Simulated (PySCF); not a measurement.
CH₅ClFNSi, SMILES NC[Si@H](F)Cl. Atoms are numbered in the order given.

```xyz
10

N     -2.4950     0.1603     0.8010
C     -1.4577    -0.5964     0.1092
Si     0.2441     0.1420     0.3436
F      0.1645     1.6845    -0.1631
Cl     1.6845    -0.8167    -0.7737
H     -2.3427     0.1678     1.8077
H     -2.5011     1.1316     0.4955
H     -1.6868    -0.6434    -0.9696
H     -1.4685    -1.6461     0.4493
H      0.6750     0.1831     1.7652
```
Charge 0, spin multiplicity 1.

Coordinates come from a PBE0-D3(BJ)/def2-SVP optimisation. The structure was generated by enumeration; whether it is a known compound was not checked. One conformer was computed; it need not be the lowest.

Two levels are set side by side: PBE/pcSseg-1 (PySCF) and KT2/pcSseg-1 (PySCF). GIAO shifts against CFCl3 (¹⁹F), HCl (³⁵Cl), NH3 (¹⁵N), TMS (²⁹Si), TMS (¹H), TMS (¹³C) at the same level; non-relativistic, no solvent, atoms listed together averaged. Without spin–orbit terms, shifts of atoms bonded to Cl or Br come out too high at both levels. Differences are taken from unrounded values.

```tsv
quantity	KT2	PBE	PBE minus KT2
δ(¹⁵N) of N1 (ppm)	18.2	18.9	0.8
δ(¹³C) of C2 (ppm)	39.0	39.3	0.4
δ(²⁹Si) of Si3 (ppm)	8.3	8.4	0.2
δ(¹⁹F) of F4 (ppm)	-209.1	-201.3	7.8
δ(³⁵Cl) of Cl5 (ppm)	79.7	79.8	0.0
δ(¹H) of H10 (ppm)	5.55	5.60	0.05
```

Rough cost on one machine, each run with all the roots and properties that it gave: KT2 against PBE within a factor of 2.
